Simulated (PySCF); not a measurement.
**Correlation energy of Hg (mercury, neutral)**

Starting occupation: [Xe] 4f14 5d10 6s2. Computed with PySCF 2.14 in x2c-TZVPPall-2c with one added diffuse shell each of s, p, d, f type (12s12p11d4f1g, 140 functions), with X2C-1e with screened-nucleus spin-orbit coupling, Gaussian nucleus. Frozen: [Kr] 4d10 4f14; 20 electrons correlated; the 38 highest virtual spinors left out.

MP2 pair energies summed by pair of shells (mhartree):

| pair | energy | share (%) |
| --- | --- | --- |
| 5d3/2-5d5/2 | -153.39 | 23.0 |
| 5d5/2-5d5/2 | -107.45 | 16.1 |
| 5d5/2-6s1/2 | -61.49 | 9.2 |
| 5d5/2-5p3/2 | -59.32 | 8.9 |
| 5d3/2-5d3/2 | -46.43 | 7.0 |
| 5d3/2-5p3/2 | -40.45 | 6.1 |
| 5d3/2-6s1/2 | -39.13 | 5.9 |
| 5d5/2-5p1/2 | -25.68 | 3.9 |
| 6s1/2-6s1/2 | -19.23 | 2.9 |
| 5d3/2-5p1/2 | -18.78 | 2.8 |
| 5p3/2-5p3/2 | -17.41 | 2.6 |
| 5p1/2-5p3/2 | -15.67 | 2.4 |
| 5d5/2-5s1/2 | -14.52 | 2.2 |
| 5p3/2-5s1/2 | -12.49 | 1.9 |
| 5d3/2-5s1/2 | -9.95 | 1.5 |
| 5p3/2-6s1/2 | -7.77 | 1.2 |
| 5p1/2-5s1/2 | -5.99 | 0.9 |
| 5p1/2-5p1/2 | -4.24 | 0.6 |
| 5s1/2-5s1/2 | -2.92 | 0.4 |
| 5p1/2-6s1/2 | -2.78 | 0.4 |
| 5s1/2-6s1/2 | -0.80 | 0.1 |

Total MP2 correlation energy: -665.89 mhartree.

The virtual space was cut to 104 spinors, which keep -653.33 of the -665.89 mhartree of MP2 correlation.

```json
{"level": "CCSD", "correlation energy (mhartree)": "-610.95"}
```

Diagnostics: T1 = 0.013, largest double amplitude 0.090.

Cost of the coupled-cluster step: 260 s of wall time on 4 threads of Neoverse-V2 (shared host), for 20 occupied and 104 virtual spinors.

Iterations:

```
Init t2, MP2 energy = -0.653327599182138
CCSD nocc = 20, nmo = 124
Init t2, MP2 energy = -0.653327599182138
Init E_corr(GCCSD) = -0.653327599182138
cycle = 1  E_corr(GCCSD) = -0.590751628545095  dE = 0.0625759706  norm(t1,t2) = 0.0963689
cycle = 2  E_corr(GCCSD) = -0.612638268172887  dE = -0.0218866396  norm(t1,t2) = 0.0258595
cycle = 3  E_corr(GCCSD) = -0.609876743709104  dE = 0.00276152446  norm(t1,t2) = 0.0105697
cycle = 4  E_corr(GCCSD) = -0.610850501592928  dE = -0.000973757884  norm(t1,t2) = 0.0038941
cycle = 5  E_corr(GCCSD) = -0.610966799048621  dE = -0.000116297456  norm(t1,t2) = 0.000334093
cycle = 6  E_corr(GCCSD) = -0.610945947476894  dE = 2.08515717e-05  norm(t1,t2) = 8.96702e-05
cycle = 7  E_corr(GCCSD) = -0.610944103446173  dE = 1.84403072e-06  norm(t1,t2) = 1.53021e-05
cycle = 8  E_corr(GCCSD) = -0.610945738355487  dE = -1.63490931e-06  norm(t1,t2) = 4.37777e-06
cycle = 9  E_corr(GCCSD) = -0.610945534609407  dE = 2.0374608e-07  norm(t1,t2) = 1.21137e-06
cycle = 10  E_corr(GCCSD) = -0.610945553596314  dE = -1.89869072e-08  norm(t1,t2) = 2.29135e-07
cycle = 11  E_corr(GCCSD) = -0.610945550138022  dE = 3.45829199e-09  norm(t1,t2) = 3.52892e-08
GCCSD converged
E(GCCSD) = -19640.27624798083  E_corr = -0.6109455501380224
```

This basis was not built for core-valence correlation, so the inner-shell part is incomplete.
